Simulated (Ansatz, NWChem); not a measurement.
# C2H5Br (bromoethane): from total energies to a heat of formation

C2H5Br: 8 atoms, total charge 0, spin state singlet. SMILES: `CCBr`. The shape is that of a PBE0-D4/def2-TZVP optimisation.

Total energies at PBE0/6-31G* (spherical functions) (NWChem 7.3.0); the atoms run unrestricted:

| species | state | energy (Eh) |
| --- | --- | --- |
| C2H5Br | singlet | -2652.674547 |
| C | triplet | -37.792458 |
| Br | doublet | -2573.503710 |
| H | doublet | -0.499109 |

Harmonic wavenumbers at PBE0-D4/def2-TZVP, in cm⁻¹: 260, 288, 589, 772, 985, 1037, 1092, 1265, 1277, 1406, 1476, 1480, 1490, 3050, 3109, 3127, 3142, 3177.

Measured heats of formation of the gaseous atoms at 298.15 K, in kJ/mol: C 716.9, Br 111.9, H 218.0. Spin-orbit lowering of the atoms at 298 K (mean of the ground term's levels less their thermal mean, from spectra), in kJ/mol: C 0.02, Br 14.69. Take 1 Eh = 2625.50 kJ/mol, 1 cm⁻¹ = 0.0119627 kJ/mol, RT = 2.479 kJ/mol.

Task: Work out the heat of formation of the gas at 298 K.

Result: 
1. Electronic atomisation energy: 2 × (-37.792458) + (-2573.503710) + 5 × (-0.499109) − (-2652.674547) = 1.090376 Eh = 2862.8 kJ/mol.
2. Zero-point energy: half the sum of the wavenumbers, 14511 cm⁻¹ = 173.6 kJ/mol.
3. Thermal vibrational enthalpy, Σ hcν̃/(exp(hcν̃/kT) − 1): 3.4 kJ/mol. Translation, rotation and pV of a non-linear molecule: 4 RT = 9.9 kJ/mol.
4. The 8 free atoms carry 5/2 RT each: 49.6 kJ/mol.
5. Spin-orbit coupling lowers the free atoms by 2 × 0.02 + 14.69 = 14.7 kJ/mol.
6. Atomisation enthalpy at 298 K: 2862.8 − 14.7 − 173.6 − 3.4 − 9.9 + 49.6 = 2710.8 kJ/mol.
7. Sum of the atoms' heats of formation: 2635.7 kJ/mol. Heat of formation: 2635.7 − 2710.8 = -75.1 kJ/mol.

The tabulated value is -63.1 kJ/mol (Active Thermochemical Tables), so this level is off by -12.0 kJ/mol, or 0.4 % of the atomisation enthalpy. Relativity is left out. Anharmonicity and any spin-orbit splitting of the molecule are left out.
